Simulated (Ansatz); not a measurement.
Cost and result up the ladder for the cluster B₆H₂ (8 atoms). Total charge 0; singlet. Geometry: PBE0-D4/def2-SVP.

```csv
atom,x (Å),y (Å),z (Å)
B1,0.820,0.834,1.119
B2,0.627,-0.299,-0.788
B3,-0.851,-0.457,0.413
B4,-0.094,1.614,0.097
B5,-0.765,0.611,-0.860
B6,0.745,-0.677,0.828
H7,1.342,-0.644,-1.691
H8,-1.825,-0.983,0.882
```

Ansatz on 4 threads of Arm Neoverse V2 on a shared host. Times are rough, and most runs start from the orbitals of an earlier one. No level here is sound enough to serve as a yardstick. Binding counts from free atoms at the same level (B doublet, H doublet; other spins of the atoms weren't run), without zero-point energy or a counterpoise term.

Correlated methods freeze 6 core orbitals. Another isomer (singlet) lies 1.56 eV lower at PBE0-D4/def2-TZVP; other spin states weren't run for this one.

Correlated methods converge slowly with the basis.

| level | functions | wall time | binding energy per atom (eV) | remarks |
| --- | --- | --- | --- | --- |
| revPBE-D4/def2-TZVP | 198 | 1.5 s | 4.02 | restricted SCF unstable in HF |
| PBE-D4/def2-TZVP (with forces) | 198 | 1.8 s | 4.15 | restricted SCF unstable in HF |
| PBE0-D4/def2-TZVP | 198 | 1.9 s | 4.04 | restricted SCF unstable in HF |
| r2SCAN-D4/def2-TZVP | 198 | 3 s | 4.05 | restricted SCF unstable in HF |
| r2SCANh-D4/def2-TZVP | 198 | 3.2 s | 4.01 | restricted SCF unstable in HF |
| CCSD(T)/def2-TZVPP | 214 | 40 s | 3.72 | large T1 (0.028), restricted SCF unstable |
